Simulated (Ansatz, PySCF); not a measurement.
Si(F)2(NHMe)(OH) (CH₅F₂NOSi), SMILES CN[Si](O)(F)F. Atoms are numbered in the order given.

```xyz
11

C     -2.3598    -0.0321    -0.0018
N     -1.1104     0.7057     0.0724
Si     0.4334     0.0089     0.0249
O      0.5630    -1.1340    -1.1431
F      1.4743     1.2272    -0.1519
F      0.8963    -0.7601     1.3618
H     -2.8312    -0.1954     0.9848
H     -2.1709    -1.0226    -0.4438
H     -3.0934     0.4793    -0.6486
H     -1.1979     1.6588     0.4130
H      0.2798    -0.8720    -2.0264
```
Charge 0, spin multiplicity 1.

The structure is a stationary point at r2SCAN-D4/def2-SVP. The structure was generated by enumeration, and PubChem lists no compound with its InChIKey, so it may never have been made. Other conformers were not sampled.

Two levels are set side by side: PBE-D3(BJ)/def2-SVP (Ansatz, a quantum-chemistry and plane-wave program) and r2SCAN-D4/def2-SVP (Ansatz). Each level has its own optimised geometry; the coordinates shown are those of the second. Frequencies come from the Hessian of PySCF at each geometry. Differences are taken from unrounded values.

```json
[
 {"quantity": "mean bond length (Å)", "r2SCAN-D4": "1.330"},
 {"quantity": "bond C1–N2 (Å)", "r2SCAN-D4": "1.453"},
 {"quantity": "bond N2–Si3 (Å)", "r2SCAN-D4": "1.694"},
 {"quantity": "bond Si3–O4 (Å)", "r2SCAN-D4": "1.639"},
 {"quantity": "bond Si3–F5 (Å)", "r2SCAN-D4": "1.612"},
 {"quantity": "bond Si3–F6 (Å)", "r2SCAN-D4": "1.610"},
 {"quantity": "bond C1–H7 (Å)", "r2SCAN-D4": "1.106"},
 {"quantity": "bond C1–H8 (Å)", "r2SCAN-D4": "1.101"},
 {"quantity": "bond C1–H9 (Å)", "r2SCAN-D4": "1.104"},
 {"quantity": "bond N2–H10 (Å)", "r2SCAN-D4": "1.016"},
 {"quantity": "bond O4–H11 (Å)", "r2SCAN-D4": "0.964"},
 {"quantity": "highest harmonic wavenumber (cm⁻¹)", "r2SCAN-D4": "3896"},
 {"quantity": "mean harmonic wavenumber (cm⁻¹)", "r2SCAN-D4": "1226"},
 {"quantity": "zero-point energy (kcal/mol)", "r2SCAN-D4": "47.31"}
]
```

### Question
What does PBE-D3(BJ) give, and how far is it from r2SCAN-D4? (The exact figures need the calculation; the answer reports its results.)

### Answer

```json
[
 {"quantity": "mean bond length (Å)", "PBE-D3(BJ)": "1.340", "PBE-D3(BJ) minus r2SCAN-D4": "0.010"},
 {"quantity": "bond C1–N2 (Å)", "PBE-D3(BJ)": "1.455", "PBE-D3(BJ) minus r2SCAN-D4": "0.002"},
 {"quantity": "bond N2–Si3 (Å)", "PBE-D3(BJ)": "1.707", "PBE-D3(BJ) minus r2SCAN-D4": "0.012"},
 {"quantity": "bond Si3–O4 (Å)", "PBE-D3(BJ)": "1.655", "PBE-D3(BJ) minus r2SCAN-D4": "0.016"},
 {"quantity": "bond Si3–F5 (Å)", "PBE-D3(BJ)": "1.626", "PBE-D3(BJ) minus r2SCAN-D4": "0.014"},
 {"quantity": "bond Si3–F6 (Å)", "PBE-D3(BJ)": "1.624", "PBE-D3(BJ) minus r2SCAN-D4": "0.014"},
 {"quantity": "bond C1–H7 (Å)", "PBE-D3(BJ)": "1.114", "PBE-D3(BJ) minus r2SCAN-D4": "0.008"},
 {"quantity": "bond C1–H8 (Å)", "PBE-D3(BJ)": "1.109", "PBE-D3(BJ) minus r2SCAN-D4": "0.008"},
 {"quantity": "bond C1–H9 (Å)", "PBE-D3(BJ)": "1.112", "PBE-D3(BJ) minus r2SCAN-D4": "0.008"},
 {"quantity": "bond N2–H10 (Å)", "PBE-D3(BJ)": "1.022", "PBE-D3(BJ) minus r2SCAN-D4": "0.007"},
 {"quantity": "bond O4–H11 (Å)", "PBE-D3(BJ)": "0.973", "PBE-D3(BJ) minus r2SCAN-D4": "0.009"},
 {"quantity": "highest harmonic wavenumber (cm⁻¹)", "PBE-D3(BJ)": "3775", "PBE-D3(BJ) minus r2SCAN-D4": "-121"},
 {"quantity": "mean harmonic wavenumber (cm⁻¹)", "PBE-D3(BJ)": "1194", "PBE-D3(BJ) minus r2SCAN-D4": "-32"},
 {"quantity": "zero-point energy (kcal/mol)", "PBE-D3(BJ)": "46.08", "PBE-D3(BJ) minus r2SCAN-D4": "-1.24"}
]
```
